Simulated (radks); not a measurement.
Neutral ruthenium inside a hard spherical wall (all orbitals vanish at R), configuration held at [Kr] 4d7 5s1 and not refilled when levels cross. Method: scalar-relativistic Kohn-Sham, PBEsol, spin-polarised, spherical densities, finite nucleus; open shells are filled with parallel spins first (spin-orbit coupling, left out, can overturn this in heavy ions); Fermi nuclear charge, rms radius 4.4809 fm; computed with a radial shooting solver on a logarithmic mesh with Libxc functionals. Eigenvalues in eV for spin up, with the zero of energy where the potential of the charges vanishes at infinity; a dash marks a level that is unbound or too diffuse for the functional's potential to be trusted. A positive occupied level is held by the wall or, in an anion where self-interaction has pushed it up, behind a barrier. The pressure on the wall is -dE/dV.

R (bohr),E (hartree),kinetic (hartree),e(4s),e(4p),e(4d),e(5s),"e(5p, empty)","e(6s, empty)",pressure (GPa)
free,-4528.43082,4682.299,-76.905,-47.033,-5.953,-4.809,-1.157,-,0
20,-4528.43082,4682.299,-76.905,-47.033,-5.953,-4.809,-1.157,-,< 0.0001
12,-4528.43079,4682.299,-76.902,-47.029,-5.950,-4.806,-1.112,0.929,0.000574
10,-4528.43051,4682.302,-76.879,-47.006,-5.929,-4.785,-0.999,1.975,0.00830
8,-4528.42778,4682.323,-76.736,-46.864,-5.798,-4.646,-0.582,4.645,0.127
7,-4528.42128,4682.366,-76.493,-46.623,-5.579,-4.390,-0.020,7.501,0.524
6,-4528.40022,4682.485,-75.911,-46.051,-5.062,-3.725,1.192,12.749,2.36
4,-4528.04561,4684.043,-70.898,-41.224,-0.526,3.562,11.700,47.513,78.3
3.5,-4527.63913,4685.646,-67.308,-37.810,2.975,10.192,20.368,71.875,227
3,-4526.68709,4689.274,-61.268,-32.025,9.387,23.661,37.086,114.73,758
2,-4516.09015,4727.163,-26.146,4.539,53.526,130.54,156.45,375.60,16700
